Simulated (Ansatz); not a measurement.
Reaction (formal exchange of groups at a Ge–Sn bond): `[F][Sn]([F])([F])[GeH3]` + `[CH3][AlH2]` → `[AlH2][CH2][GeH3]` + `[F][SnH]([F])[F]`

Program: Ansatz. Geometries: PBE0-D4/def2-TZVP. ΔE: electronic, gas phase. CCSD(T)/CBS is the MP2 limit (def2-TZVPP, def2-QZVPP) plus CCSD(T) − MP2 in def2-TZVPP, frozen cores. This one scheme is used for every species. DFT in def2-TZVPP. B3LYP here is the variant with VWN-RPA as its local correlation; programs differ in this. def2 core potentials past Kr. For Ge, Sn outer-core shells are correlated without core-valence functions, which leaves a few kJ/mol of doubt a bond. Scalar relativity is left out up to krypton.

| level | ΔE (kJ/mol) | difference from CCSD(T)/CBS |
| --- | --- | --- |
| PBE-D4 | 80.9 | 11.3 |
| BLYP-D4 | 84.7 | 15.1 |
| B3LYP-D4 | 81.0 | 11.4 |
| ωB97X-V | 69.7 | 0.1 |
| ωB97M-V | 71.7 | 2.1 |
| PBE | 82.2 | 12.6 |
| revPBE | 83.0 | 13.4 |
| B3LYP | 83.0 | 13.4 |
| r2SCANh | 74.8 | 5.2 |
| CAM-B3LYP | 76.5 | 6.9 |
| CCSD/def2-SVP | 67.6 | -2.0 |
| CCSD(T)/def2-SVP | 66.8 | -2.8 |
| HF/def2-TZVPP | 65.9 | -3.7 |
| SCS-MP2/def2-TZVPP | 62.4 | -7.2 |
| HF/CBS(def2) | 66.9 | -2.7 |
| CCSD/CBS(def2) | 70.6 | 1.0 |
| CCSD(T)/CBS | 69.6 | 0 |

Largest T1 diagnostic among the species: 0.015.

From BLYP to BHLYP (50 % exact exchange), in def2-TZVPP and without D4, ΔE moves by −11.6 kJ/mol. Leaving LDA and LC-ωPBE aside and taking each functional with its dispersion term where it has one, the values, not all of them listed here, spread over 20.6 kJ/mol, from B97M-V to BLYP-D4. LDA lies −5.2 kJ/mol from PBE without D4.
